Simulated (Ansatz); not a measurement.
C₃H₇ClOSi (`CC(C)O[Si]Cl`). The species carries charge 0 and has multiplicity 1.

Z-matrix (Å, degrees):
```
C
C 1 1.512
H 1 1.092 2 110.2
H 1 1.091 2 110.8 3 119.9
H 1 1.092 2 110.5 3 -119.9
C 2 1.513 1 113.0 3 61.1
O 2 1.431 1 108.0 3 -178.6
H 2 1.095 1 109.8 3 -61.1
H 6 1.093 2 110.4 1 60.5
H 6 1.092 2 110.7 1 -179.1
H 6 1.092 2 110.2 1 -59.4
Si 7 1.622 2 136.5 1 140.7
Cl 12 2.120 7 102.9 2 0.2
```

Q: List the harmonic frequencies (cm⁻¹, unscaled) at PBE0-D4/def2-TZVP in Ansatz. (An estimate is asked.)

A: Ansatz gave: 25, 114, 131, 226, 250, 311, 335, 447, 462, 482, 714, 906, 933, 951, 1075, 1149, 1172, 1197, 1369, 1376, 1401, 1410, 1473, 1476, 1485, 1499, 3052, 3056, 3060, 3131, 3137, 3139, 3140.

Q: Is this a minimum?

A: Yes, all 33 modes are real.

Q: Give the ideal-gas thermochemistry at 298.15 K and 1 bar (rigid rotor, harmonic oscillator; point group C1, symmetry number 1).

A: Zero-point energy 263.7 kJ/mol; H(298) − E = 287.3 kJ/mol; entropy 379.0 J/(mol·K), of which translation 168.8, rotation 118.7, vibration 91.4; G(298) − E = 174.3 kJ/mol. Modes under 100 cm⁻¹ are hindered rotations or soft bends, so the harmonic entropy is rough.

Q: Rotational constants (cm⁻¹)?

A: 0.1287, 0.04368, 0.0393.
